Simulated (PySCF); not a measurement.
**Dipole moment and polarisability of `C=CC(=C)/C=N/[SiH2]P`**

Compound: C5H10NPSi.
Cartesian coordinates in Å at the GFN2-xTB level; atoms count from 1:
```
atom  x, y, z in Å
C1    -1.0563   -1.8554   -0.4765
C2    -1.9052   -0.9313   -0.0474
C3    -1.7050    0.5138   -0.1270
C4    -2.7439    1.3551   -0.0168
C5    -0.3686    1.0788   -0.3099
N6     0.6881    0.4416   -0.0650
Si7    2.3664    0.6953   -0.2028
P8     2.9302   -0.7945   -1.7912
H9    -0.1075   -1.6008   -0.9163
H10   -1.2889   -2.9043   -0.4001
H11   -2.8613   -1.2289    0.3663
H12   -3.7457    0.9980    0.1503
H13   -2.6175    2.4228   -0.0804
H14   -0.3615    2.1256   -0.6423
H15    2.9006    1.9967   -0.6324
H16    2.8608    0.3478    1.1288
H17    4.2767   -0.7501   -1.4849
H18    2.7298   -1.9039   -0.9938
```

Level: wB97X-D/def2-SVPD (PySCF), static field, nuclei fixed, core orbitals frozen in the response. The polarisability tensor in these axes (au):

```
x   161.43 -22.04 -12.72
y   -22.04 129.33  11.03
z   -12.72  11.03  94.62
```

Question: Give the principal values, the mean and the anisotropy Δα = √{½[(α1 − α2)² + (α2 − α3)² + (α1 − α3)²]}.

Answer: Principal values 90.75, 118.68 and 175.94 au; mean 128.46 au = 19.04 Å³ = 21.18 × 10⁻⁴⁰ C²·m²/J; Δα = 75.22 au (59 % of the mean).

Question: What is the dipole moment, and where does it point?

Answer: (-1.26, 1.06, 0.51) D, 1.72 D in size, pointing from the negative to the positive side. Measured along this direction, the outermost atoms are H17 at the negative end and H12 and H13 at the positive end.

Question: Find the Langevin capture rate constant for NH4+ (18.034 u) meeting this molecule (143.032 u), k = 2.342 × 10⁻⁹ cm³/s × √(α in Å³ / reduced mass in u).

Answer: The reduced mass is 16.02 u, so k = 2.55 × 10⁻⁹ cm³/s. The formula leaves out the permanent dipole, which adds to the capture rate.

Question: Rayleigh depolarisation ratio (linearly polarised light, static tensor)?

Answer: ρ = 3Δα²/(45ᾱ² + 4Δα²) = 16972.9/(742574 + 22630.5) = 0.0222.

Question: Refractivity n − 1 of an ideal gas of it at 298.15 K and 1 atm, from the electronic α?

Answer: N = p/kT = 2.4615 × 10¹⁹ cm⁻³, so n − 1 = 2π × N × 19.04 × 10⁻²⁴ cm³ = 2944 × 10⁻⁶ at long wavelengths, for an ideal gas.

Question: What molar refraction does this α imply?

Answer: Lorentz–Lorenz: R = (4π/3)N_A α = 2.5225 cm³/(mol·Å³) × 19.04 Å³ = 48.0 cm³/mol, in the limit of long wavelengths.

Question: What are the principal values of the traceless quadrupole moment, Θ = ½Σq(3rr − r²1), about the centre of nuclear charge?

Answer: -11.53, 2.76, 8.77 D·Å. The values depend on the origin, since the dipole doesn't vanish. The electronic extent ⟨r²⟩ about the same centre is 1888 bohr², a root-mean-square distance of 2.64 Å for the 76 electrons.

One conformer (not necessarily the lowest) at the GFN2-xTB geometry, without solvent, vibrations or thermal averaging.
